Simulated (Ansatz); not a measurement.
Consider the ligand exchange at a B–O bond: `BOB(N)Cl` + `CBS` → `BSBC` + `NB(O)Cl`.

Isolated molecules relaxed with PBE0-D4/def2-TZVP in Ansatz; ΔE leaves out vibrations. CCSD(T)/CBS adds triple-zeta CCSD(T) − MP2 to the extrapolated MP2 energy (def2 sets, frozen cores). Functionals use def2-TZVPP. Each species was taken in one conformer, which may not be the lowest.

| level | ΔE (kJ/mol) |
| --- | --- |
| revPBE-D4 | 41.3 |
| PBE-QIDH | 44.6 |

(1) What does CCSD(T)/CBS give? (Estimate.)

Largest T1 diagnostic among the species: 0.013.

## Answers

(1) Ansatz gave: +47.4 kJ/mol. The listed levels differ from it by -6.1, -2.8 kJ/mol.

In def2-TZVPP, CCSD(T) changes the Hartree–Fock value by −9.3 kJ/mol (the triples alone add −1.7 kJ/mol) and MP2 by −13.3 kJ/mol. Leaving LDA and LC-ωPBE aside and taking each functional with its dispersion term where it has one, the values, not all of them listed here, spread over 15.5 kJ/mol, from revPBE-D4 to CAM-B3LYP-D4. LDA lies +5.8 kJ/mol from PBE without D4. At CCSD(T), def2-SVP lies +16.3 kJ/mol from the extrapolated value and def2-TZVPP +2.1 kJ/mol.
